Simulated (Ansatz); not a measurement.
C2H6GeOSi (`[OH][GeH2][C]#C[SiH3]`), relaxed with RKS PBE-D4/def2-SVP in Ansatz 0.2.0 from a rough embedded geometry. The force threshold is 0.03 eV/Å; the program also tests the step.

The species carries charge 0 and has multiplicity 1.

Start:

```xyz
11

O    -1.906    0.992   -2.312
Ge   -0.496    0.000   -2.159
C     0.080   -0.013   -0.357
C     0.529   -0.114    0.810
Si    1.058   -0.090    2.512
H    -2.649    0.533   -1.730
H    -0.809   -1.465   -2.617
H     0.645    0.562   -3.030
H    -0.002   -0.782    3.338
H     2.290   -0.887    2.582
H     1.259    1.262    2.963
```

(1) How much energy does the relaxation release, and in how many steps? (Estimate.)

(2) Which bonds change most? (Best estimate.)

(3) Give the relaxed structure. (Estimate.)

Results:

(1) The calculation gave: 33.43 kJ/mol, in 8 steps.

(2) The calculation gave: O1–H6 from 1.049 to 0.975 Å; O1–Ge2 from 1.731 to 1.799 Å; Si5–H11 from 1.439 to 1.502 Å; C4–Si5 from 1.782 to 1.839 Å.

(3) Ansatz gave: 
```xyz
11

O    -1.952    0.951   -2.345
Ge   -0.477   -0.070   -2.216
C     0.126   -0.093   -0.397
C     0.488   -0.104    0.786
Si    1.042   -0.117    2.539
H    -2.604    0.701   -1.664
H    -0.759   -1.534   -2.647
H     0.557    0.635   -3.116
H    -0.001   -0.785    3.392
H     2.334   -0.875    2.650
H     1.247    1.292    3.017
```
